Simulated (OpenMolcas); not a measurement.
# Ce3+: ligand-field states by method

Ce3+ with 2 ligands (oxide) in linear coordination (D∞h) at 2.13 Å. A charge of +0.5 e stands 2.8 Å behind each ligand. Ligand basis ANO-RCC-VDZP.
```
Ce    0.0000    0.0000    0.0000
O     0.0000    0.0000    2.1300
O     0.0000    0.0000   -2.1300
```

* Program: OpenMolcas 26.06
* Basis: ANO-RCC-VTZP [8s7p5d3f2g1h]
* Scalar Hamiltonian: DKH2, point nucleus
* Active space: 1 electron in 7 orbitals (4f)
* State averaging: 2S+1 = 2 odd, 7 roots
* Spin-orbit coupling: RASSI with atomic mean-field integrals over the reference wave functions

I. CASSCF
II. SS-CASPT2, IPEA 0.25 Eh, imaginary shift 0.1 Eh (closed shells correlated: 5s 5p and the ligand valence shells)

Spin-free states (labels by Λ) in cm-1, each column counted from its own energy of the first state listed:

```json
{"State": "2Φ", "Degeneracy": "2", "I": "0", "II": "0"}
{"State": "2Δ", "Degeneracy": "2", "I": "1685", "II": "1840"}
{"State": "2Π", "Degeneracy": "2", "I": "4716", "II": "4860"}
{"State": "2Σ", "Degeneracy": "1", "I": "7965", "II": "8630"}
```

From I to II, I's first state of the same spin (2Δ) moves from 1685 to 1840 cm-1, by about +160 cm-1.

χT at 300 K: I 0.61, II 0.60 cm3 K/mol.

The oxide ions are held by bare point charges, a crude embedding. Splittings of an f shell from a small cluster at a set distance can be off by tens of per cent, mostly too small (holds for II). No measured value stands beside these numbers; the geometry was imposed, not optimised, and the real ion may take another.
